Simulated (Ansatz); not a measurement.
The cluster Be₄. Charge 0, multiplicity 5. Geometry B3LYP/def2-TZVP; atoms count from 1.

```xyz
4

Be    0.437    0.031    0.912
Be   -0.438   -0.031   -0.911
Be    0.781   -1.544   -0.322
Be   -0.780    1.545    0.321
```

At PBE0/def2-TZVP a singlet of charge 0 lies 1.75 eV below the quintet, each at its own geometry. The structure comes from a short search, and lower isomers may exist.

(1) Estimate the Mulliken populations from the PBE0/def2-TZVP orbitals of Ansatz.

(2) Where does the spin sit?

(3) And the Mayer bond orders between bonded heavy atoms (over 0.3)?

Answers

(1) 
```csv
atom,charge (e),spin (α − β)
Be1,0.10,0.97
Be2,0.10,0.97
Be3,-0.10,1.03
Be4,-0.10,1.03
```
Mulliken values and Mayer orders depend strongly on the basis.

(2) Summed by element: Be 4.00, of 4 unpaired in all. Largest on single atoms: Be4 1.03, Be3 1.03, Be1 0.97.

(3) Be1–Be2 0.65 (2.02 Å); Be1–Be3 0.88 (2.03 Å); Be1–Be4 0.88 (2.03 Å); Be2–Be3 0.88 (2.03 Å); Be2–Be4 0.88 (2.03 Å). Values over 0.3 also appear between atoms too far apart for a bond (Be3–Be4 0.39 at 3.52 Å); they arise where an orbital or an unpaired electron spreads over both atoms.
